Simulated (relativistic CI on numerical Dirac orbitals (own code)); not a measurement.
**Forbidden transitions in Dy9+**

Method of calculation: Dirac-Coulomb-Breit CI, KLI orbitals optimised for each configuration, model QED (radiative potential, 1s self-energy scaled to tabulated hydrogen-like ionisation energies), unscaled Slater integrals (own radial code, finite nucleus).

CI space (outside the closed core [Ar] 3d10 4p6 4d10): 4s2.4f8.5s2.5p, 4s2.4f9.5s2, 4s2.4f8.5s2.5d, 4s2.4f10.5s, 4s2.4f10.5p, 4s2.4f8.5s2.6s, 4s2.4f9.5s.6s, 4s2.4f8.5s2.6p, 4s2.4f8.5s2.7s, 4s2.4f8.5s.6s2, 4s.4f10.5s2. The list is cut by size and lacks configurations that can hold low levels.

| λ vac (nm) | Lower | Upper | Type | A (s⁻¹) | gf | Branching (%) |
| --- | --- | --- | --- | --- | --- | --- |
| 227.18 | 4s2.4f8.5s2.5p 8F°_11/2 [1] | 4s2.4f8.5s2.5p 6G°_13/2 [31] | M1 | 3.20e+01 | 3.46e-07 | 20.1 |
| 231.58 | 4s2.4f8.5s2.5p 8F°_9/2 [2] | 4s2.4f8.5s2.5p 4G°_9/2 [32] | M1 | 1.94e+01 | 1.56e-07 | 27.8 |
| 235.36 | 4s2.4f8.5s2.5p 8F°_9/2 [2] | 4s2.4f8.5s2.5p 6F°_7/2 [29] | M1 | 9.93e+00 | 6.60e-08 | 7.8 |
| 244.01 | 4s2.4f8.5s2.5p 8F°_7/2 [3] | 4s2.4f8.5s2.5p 6F°_7/2 [29] | M1 | 1.91e+01 | 1.37e-07 | 15.1 |
| 252.26 | 4s2.4f8.5s2.5p 8F°_13/2 [5] | 4s2.4f8.5s2.5p 6G°_13/2 [31] | M1 | 1.16e+02 | 1.55e-06 | 72.8 |
| 259.55 | 4s2.4f8.5s2.5p 8F°_9/2 [2] | 4s2.4f8.5s2.5p 6G°_7/2 [23] | M1 | 9.88e+00 | 7.98e-08 | 18.5 |
| 259.84 | 4s2.4f8.5s2.5p 8F°_11/2 [1] | 4s2.4f8.5s2.5p 6G°_9/2 [20] | M1 | 1.01e+01 | 1.02e-07 | 12.4 |
| 260.81 | 4s2.4f8.5s2.5p 8F°_7/2 [3] | 4s2.4f8.5s2.5p 6H°_5/2 [27] | M1 | 6.21e+00 | 3.80e-08 | 26.3 |
| 266.28 | 4s2.4f8.5s2.5p 8F°_3/2 [6] | 4s2.4f8.5s2.5p 6F°_1/2 [30] | M1 | 7.21e+01 | 1.53e-07 | 68.4 |
| 266.77 | 4s2.4f8.5s2.5p 8F°_9/2 [2] | 4s2.4f8.5s2.5p 6G°_9/2 [20] | M1 | 6.27e+01 | 6.69e-07 | 76.9 |
| 267.92 | 4s2.4f8.5s2.5p 8F°_11/2 [1] | 4s2.4f8.5s2.5p 6G°_11/2 [18] | M1 | 8.62e+01 | 1.11e-06 | 86.7 |
| 270.11 | 4s2.4f8.5s2.5p 8F°_7/2 [3] | 4s2.4f8.5s2.5p 6G°_7/2 [23] | M1 | 3.67e+01 | 3.21e-07 | 68.6 |
| 273.13 | 4s2.4f8.5s2.5p 8F°_5/2 [4] | 4s2.4f8.5s2.5p 6H°_5/2 [27] | M1 | 1.42e+01 | 9.56e-08 | 60.4 |
| 275.75 | 4s2.4f8.5s2.5p 8F°_13/2 [5] | 4s2.4f8.5s2.5p 6G°_13/2 [26] | M1 | 3.49e+01 | 5.57e-07 | 87.8 |
| 277.93 | 4s2.4f8.5s2.5p 8F°_7/2 [3] | 4s2.4f8.5s2.5p 6G°_9/2 [20] | M1 | 2.99e+00 | 3.46e-08 | 3.7 |
| 283.21 | 4s2.4f8.5s2.5p 8F°_5/2 [4] | 4s2.4f8.5s2.5p 6D°_3/2 [24] | M1 | 5.59e+01 | 2.69e-07 | 71.5 |
| 292.51 | 4s2.4f8.5s2.5p 8F°_11/2 [1] | 4s2.4f8.5s2.5p 4F°_9/2 [15] | M1 | 8.72e+00 | 1.12e-07 | 13.0 |
| 298.42 | 4s2.4f8.5s2.5p 8F°_7/2 [3] | 4s2.4f8.5s2.5p 6D°_5/2 [16] | M1 | 4.52e+01 | 3.62e-07 | 61.7 |
| 301.32 | 4s2.4f8.5s2.5p 8F°_9/2 [2] | 4s2.4f8.5s2.5p 4F°_9/2 [15] | M1 | 5.43e+00 | 7.39e-08 | 8.1 |
| 303.51 | 4s2.4f8.5s2.5p 8F°_13/2 [5] | 4s2.4f8.5s2.5p 6G°_11/2 [18] | M1 | 5.53e+00 | 9.17e-08 | 5.6 |
| 315.30 | 4s2.4f8.5s2.5p 8F°_1/2 [7] | 4s2.4f8.5s2.5p 6D°_3/2 [24] | M1 | 1.07e+01 | 6.39e-08 | 13.7 |
| 315.64 | 4s2.4f8.5s2.5p 8F°_7/2 [3] | 4s2.4f8.5s2.5p 4F°_9/2 [15] | M1 | 3.23e+00 | 4.83e-08 | 4.8 |
| 328.16 | 4s2.4f8.5s2.5p 6F°_11/2 [10] | 4s2.4f8.5s2.5p 6G°_13/2 [31] | M1 | 1.01e+01 | 2.29e-07 | 6.4 |
| 333.61 | 4s2.4f8.5s2.5p 8F°_3/2 [6] | 4s2.4f8.5s2.5p 6D°_5/2 [16] | M1 | 9.05e+00 | 9.06e-08 | 12.4 |
| 340.31 | 4s2.4f8.5s2.5p 8G°_9/2 [12] | 4s2.4f8.5s2.5p 4G°_9/2 [32] | M1 | 2.49e+01 | 4.32e-07 | 35.8 |
| 342.38 | 4s2.4f8.5s2.5p 8G°_5/2 [11] | 4s2.4f8.5s2.5p 6F°_7/2 [29] | M1 | 4.55e+01 | 6.39e-07 | 35.8 |
| 342.58 | 4s2.4f8.5s2.5p 8G°_7/2 [13] | 4s2.4f8.5s2.5p 4G°_9/2 [32] | M1 | 2.14e+01 | 3.77e-07 | 30.8 |
| 348.54 | 4s2.4f8.5s2.5p 8G°_9/2 [12] | 4s2.4f8.5s2.5p 6F°_7/2 [29] | M1 | 1.51e+01 | 2.20e-07 | 11.9 |
| 350.93 | 4s2.4f8.5s2.5p 8G°_7/2 [13] | 4s2.4f8.5s2.5p 6F°_7/2 [29] | M1 | 9.77e+00 | 1.44e-07 | 7.7 |
| 353.46 | 4s2.4f8.5s2.5p 6F°_11/2 [10] | 4s2.4f8.5s2.5p 4K°_11/2 [28] | M1 | 8.69e+00 | 1.95e-07 | 69.2 |
| 353.69 | 4s2.4f8.5s2.5p 8F°_9/2 [2] | 4s2.4f8.5s2.5p 6P°_7/2 [14] | M1 | 3.01e+01 | 4.51e-07 | 82.9 |
| 399.38 | 4s2.4f8.5s2.5p 8F°_5/2 [4] | 4s2.4f8.5s2.5p 6P°_7/2 [14] | M1 | 4.34e+00 | 8.31e-08 | 12.0 |
| 420.53 | 4s2.4f8.5s2.5p 6F°_11/2 [10] | 4s2.4f8.5s2.5p 6G°_11/2 [18] | M1 | 5.06e+00 | 1.61e-07 | 5.1 |
| 484.44 | 4s2.4f8.5s2.5p 6F°_11/2 [10] | 4s2.4f8.5s2.5p 4F°_9/2 [15] | M1 | 3.84e+01 | 1.35e-06 | 57.4 |
| 520.97 | 4s2.4f8.5s2.5p 8G°_7/2 [13] | 4s2.4f8.5s2.5p 4F°_9/2 [15] | M1 | 8.94e+00 | 3.64e-07 | 13.4 |
| 724.80 | 4s2.4f8.5s2.5p 8F°_9/2 [2] | 4s2.4f8.5s2.5p 8G°_9/2 [12] | M1 | 8.56e+00 | 6.74e-07 | 45.0 |
| 738.31 | 4s2.4f8.5s2.5p 8F°_11/2 [1] | 4s2.4f8.5s2.5p 6F°_11/2 [10] | M1 | 6.10e+00 | 5.99e-07 | 19.0 |
| 797.16 | 4s2.4f8.5s2.5p 8F°_9/2 [2] | 4s2.4f8.5s2.5p 6F°_11/2 [10] | M1 | 1.15e+01 | 1.32e-06 | 35.8 |
| 800.88 | 4s2.4f8.5s2.5p 8F°_7/2 [3] | 4s2.4f8.5s2.5p 8G°_7/2 [13] | M1 | 1.01e+01 | 7.76e-07 | 69.2 |
| 813.59 | 4s2.4f8.5s2.5p 8F°_7/2 [3] | 4s2.4f8.5s2.5p 8G°_9/2 [12] | M1 | 8.10e+00 | 8.04e-07 | 42.6 |
| 995.50 | 4s2.4f8.5s2.5p 8F°_5/2 [4] | 4s2.4f8.5s2.5p 8G°_5/2 [11] | M1 | 9.40e+00 | 8.38e-07 | 85.3 |
| 1075.2 | 4s2.4f8.5s2.5p 4F°_9/2 [15] | 4s2.4f8.5s2.5p 6F°_7/2 [29] | M1 | 1.80e+01 | 2.49e-06 | 14.2 |
| 1090.7 | 4s2.4f8.5s2.5p 8F°_13/2 [5] | 4s2.4f8.5s2.5p 6F°_11/2 [10] | M1 | 1.45e+01 | 3.11e-06 | 45.2 |
| 1483.3 | 4s2.4f8.5s2.5p 6P°_7/2 [14] | 4s2.4f8.5s2.5p 6D°_5/2 [16] | M1 | 1.49e+01 | 2.95e-06 | 20.4 |
| 2285.0 | 4s2.4f8.5s2.5p 8F°_11/2 [1] | 4s2.4f8.5s2.5p 8F°_13/2 [5] | M1 | 2.82e+00 | 3.09e-06 | 100.0 |

Terms are leading LS components. Brackets give the number of a level in order of energy, since labels repeat. The list gives strong lines, with weight on those to low levels, among the lowest 400 of 9850 levels, so that lines to higher ones, which can be the strongest, are missing. Levels whose partners in the same complex of configurations lie outside the list can be far off, and so can their lines. Rates are taken at the computed energies, electric ones in the length gauge.

At this charge energies of transitions that change n are usually good to better than 1 %, and those within a shell (Δn = 0) to a few per cent. Terms inside the open d or f shell come out 10 to 20 % too wide with unscaled integrals. Levels and lines within the n = 5 or 6 shells can be off by up to 10 % or somewhat more, and those that change n by about 2 %, since core polarisation is missing.

LS names give the leading component of a level, which can be under half, so a name can repeat, a term be missing and a line seem to break the LS rules.
